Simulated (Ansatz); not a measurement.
`Cl[CH]([GeH3])Br` + `[AlH2][NH][SiH2]Br` → `[AlH2][NH][SiH2][GeH3]` + `ClC(Br)Br` at 600 K and 1 bar (formal exchange of groups at a Ge–C bond).

Calculated with Ansatz (gas phase, PBE0-D4/def2-TZVP geometries, no zero-point term in ΔE). CBS: MP2 limit from def2 TZ/QZ plus the TZ coupled-cluster correction, frozen cores. For Br, Ge outer-core shells are correlated without core-valence functions, which leaves a few kJ/mol of doubt a bond. Scalar relativity is left out up to krypton. Each species was taken in one conformer, which may not be the lowest.

```json
{"species": "`Cl[CH]([GeH3])Br`", "CCSD(T)/CBS energy (Eh)": "-5149.64977", "H − E (kJ/mol)": "163.7", "S (J/(mol·K))": "431.6"}
{"species": "`[AlH2][NH][SiH2]Br`", "CCSD(T)/CBS energy (Eh)": "-3162.22405", "H − E (kJ/mol)": "187.9", "S (J/(mol·K))": "448.7"}
{"species": "`[AlH2][NH][SiH2][GeH3]`", "CCSD(T)/CBS energy (Eh)": "-2666.76326", "H − E (kJ/mol)": "261.2", "S (J/(mol·K))": "506.3"}
{"species": "`ClC(Br)Br`", "CCSD(T)/CBS energy (Eh)": "-5645.05041", "H − E (kJ/mol)": "88.5", "S (J/(mol·K))": "382.7"}
```

H − E and S are ideal-gas, rigid-rotor, harmonic terms from PBE0-D4/def2-TZVP, for one conformer and one mirror image of each species. 1 Eh = 2625.50 kJ/mol, R = 8.31446 J/(mol·K).

**Question.** By hand: ΔE, ΔH, ΔS and ΔG.

**Answer.** ΔE = (-2666.76326) + (-5645.05041) − (-5149.64977) − (-3162.22405) = 0.06015 Eh = 157.9 kJ/mol. Δ(H − E) = 261.2 + 88.5 − 163.7 − 187.9 = -1.9, so ΔH = 156.0 kJ/mol. ΔS = 506.3 + 382.7 − 431.6 − 448.7 = 8.7 J/(mol·K). ΔG = 156.0 − 600 × (8.7)/1000 = 150.8 kJ/mol.

**Question.** By hand: the equilibrium constant, and the temperature at which ΔG would vanish if ΔH and ΔS stayed fixed.

**Answer.** log₁₀ K = −ΔG/(RT ln 10) = -13.1. ΔG = 0 at ΔH/ΔS = 17931 K, far beyond where these terms or the molecules hold.

The number of gas molecules stays the same, so ΔS is small and ΔH decides. A doubt of 5 kJ/mol in ΔE shifts log₁₀ K by 0.4 here. Other conformers and mirror images would add mixing entropy, several J/(mol·K) or more a flexible species. Modes under 60 cm⁻¹, often nearly free rotors, make the harmonic entropy too high. These are equilibria of isolated gas molecules and say nothing of rates. Largest T1 diagnostic: 0.012 (customary marks: 0.02 for closed shells, 0.045 for open ones).
